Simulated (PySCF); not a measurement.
Ni³⁺ (nickel, charge +3) across methods

[Ar] 3d7, high-spin 4F determinant. All numbers are calculated (PySCF 2.14, scalar relativity by spin-free X2C-1e, in ANO-RCC-VTZP).

```csv
method,E (hartree),mean ε 3p β (eV),mean ε 3d α (eV),mean ε 3d β (eV),Σ⟨r²⟩ (bohr²),⟨S²⟩
PBE,-1518.029,-108.26,-48.423,-45.691,13.09,3.751
PBE0,-1518.072,-112.56,-51.608,-48.589,12.98,3.751
r2SCAN,-1518.271,-109.52,-48.969,-46.111,12.97,3.751
wB97M-V,-1518.194,-115.12,-53.988,-51.220,13.00,3.752
HSE06,-1518.083,-112.14,-51.155,-48.165,12.99,3.751
CAM-B3LYP,-1518.387,-113.81,-53.039,-50.189,13.05,3.751
UHF,-1517.04448,-124.02,-60.252,-56.246,12.81,3.753
LDA,-1515.450,-108.39,-48.684,-45.646,13.12,3.751
```
